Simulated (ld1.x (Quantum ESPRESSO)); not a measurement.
## Before and after: TM potential for carbon

- Element: C (Z = 6)
- Generator: ld1.x (Quantum ESPRESSO) 7.5
- Type: norm-conserving Troullier–Martins (Kleinman–Bylander form)
- Functional: PBE
- Relativity: scalar-relativistic
- Frozen core: [He]
- Valence charge: 4
- Reference configuration: 2s2 2p1 (charge +1)
- Partial waves: 2s (bound): rc 0.85 bohr; 3d channel at -0.2 Ry: rc 1.90 bohr; 2p (bound): rc 2.15 bohr
- Local potential: the p channel
- Core correction: none

Change: core correction a·sin(br)/r model core inside 0.72 bohr.

Cutoffs: the cutoffs (Ry, on a coarse ladder) from which the occupation-weighted sum of valence levels, in a spherical-Bessel basis at the reference potential, stays within 10 and 1 mRy of its value at 400 Ry; they do not see the model core or the augmentation charge, which bear on the density cutoff. Errors are all-electron minus pseudo energies relative to the spin-unpolarised reference configuration.

Question: How do hardness, ghosts and transferability respond?

Answer: The potential gets neither clearly harder nor softer (80 Ry and 200 Ry → 80 Ry and 200 Ry); of the 7 tests that both files solve, the error grows in 0 and shrinks in 5 by more than 15 % and 0.3 meV (median size 18.9 → 12.6 meV); neither file shows a bound ghost. Exchange and correlation are not linear in the density, so unscreening with the valence charge alone errs where core and valence overlap; a model core restores that term. A model core, the more so a compact one, raises the density cutoff, which this test does not measure.

```tsv
quantity	base	changed
cutoff, loose	80 Ry	80 Ry
cutoff, tight	200 Ry	200 Ry
bound ghosts	none	none
error for 2s2 2p2, meV [ΔE -10.86 eV]	+16	+13
error for 2s2 2p0, meV [ΔE 24.16 eV]	+157	+146
error for 2s1 2p0, meV [ΔE 72.35 eV]	+433	+419
error for 2s2 2p2.3, meV [ΔE -12.02 eV]	+14	+9.1
error for 2s2 2p1.5, meV [ΔE -6.90 eV]	+9.3	+7.9
error for 2s1 2p2, meV [ΔE 8.75 eV]	+19	+4.5
error for 2s1 2p3, meV [ΔE -2.38 eV]	+88	+63
s: phases at 2.34 bohr within 0.05 rad from the reference energy up to (Ry; the scan ends near 5)	0.7	0.7
p: phases at 2.34 bohr within 0.05 rad from the reference energy up to (Ry; the scan ends near 5)	0.5	0.5
d: phases at 2.34 bohr within 0.05 rad from the reference energy up to (Ry; the scan ends near 5)	3.5	3.5
```
